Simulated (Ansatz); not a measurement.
The cluster Pt₄⁺. Total charge 1; doublet. Geometry B3LYP-D4/def2-SVP.

```xyz
4

Pt    1.227   -0.900   -0.535
Pt    0.181    1.505   -0.496
Pt   -0.032   -0.028    1.595
Pt   -1.376   -0.578   -0.564
```

In the def2 sets Pt takes a core potential; there is no spin–orbit coupling. LC-ωPBE has ω = 0.4 bohr⁻¹. At PBE-D4/def2-SVP, PBE-D4/def2-TZVP, BLYP-D4/def2-TZVP, PBE0-D4/def2-SVP and others the charge 1 doublet is spin-contaminated (final ⟨S²⟩ up to 1.87, 0.75 for a pure state). The geometry of the doublet was relaxed on an unsound state (⟨S²⟩ 1.78, where a pure state has 0.75). At PBE0-D4/def2-TZVP a quartet of charge 1 lies 0.37 eV below the doublet, each at its own geometry. The structure comes from a short search, and lower isomers may exist.

(1) Estimate the α-spin orbital energies around the gap (eV) in Ansatz with PBE-D4/def2-SVP, PBE-D4/def2-TZVP, BLYP-D4/def2-TZVP, PBE0-D4/def2-SVP, LC-ωPBE/def2-TZVP.

## Answers

(1) 
```tsv
orbital	PBE-D4/def2-SVP	PBE-D4/def2-TZVP	BLYP-D4/def2-TZVP	PBE0-D4/def2-SVP	LC-ωPBE/def2-TZVP
HOMO−9	-11.00	-10.92	-10.79	-12.31	-14.65
HOMO−8	-10.88	-10.80	-10.68	-12.15	-14.50
HOMO−7	-10.88	-10.80	-10.68	-12.15	-14.50
HOMO−6	-10.72	-10.65	-10.52	-12.06	-14.41
HOMO−5	-10.72	-10.65	-10.52	-12.06	-14.41
HOMO−4	-10.63	-10.56	-10.43	-11.92	-14.25
HOMO−3	-10.63	-10.56	-10.43	-11.92	-14.25
HOMO−2	-10.56	-10.48	-10.36	-11.85	-14.20
HOMO−1	-10.26	-10.21	-10.05	-11.36	-13.49
HOMO	-10.26	-10.21	-10.05	-11.36	-13.49
LUMO	-9.72	-9.66	-9.54	-8.65	-6.18
LUMO+1	-8.77	-8.77	-8.71	-7.85	-5.65
LUMO+2	-8.57	-8.56	-8.53	-7.54	-5.24
LUMO+3	-8.57	-8.56	-8.53	-7.54	-5.24
LUMO+4	-4.95	-5.28	-5.24	-4.19	-2.50
LUMO+5	-4.59	-4.85	-4.82	-3.82	-1.97
β HOMO	-10.13	-10.08	-9.93	-11.19	-13.41
β LUMO	-9.61	-9.55	-9.43	-8.51	-5.99
```
